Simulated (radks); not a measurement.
Task: The zinc ion Zn2+, [Ar] 3d10. Method: non-relativistic Kohn-Sham, PBE, spin-polarised, spherical densities, point nucleus; computed with a radial shooting solver on a logarithmic mesh with Libxc functionals. Every spin shell is full or empty, so the densities are truly spherical. Functionals are evaluated on that one density, not self-consistently. Rank these exchange functionals by their error against the exact value of the orbitals, and give that value: LDA, B88, PW86, OPTX, WC, AM05, SOGGA, B86b, APBE, TPSS, revTPSS, SCAN.

Result: Exact: -69.1549 hartree. From best to worst, with 100 (|E| - |E exact|)/|E exact| (equal figures are ties): TPSS +0.23, B88 +0.31, B86b +0.33, PW86 +0.39, SCAN +0.40, revTPSS -0.51, APBE +0.72, WC -0.83, OPTX +0.97, SOGGA -2.48, AM05 -5.21, LDA -5.77.
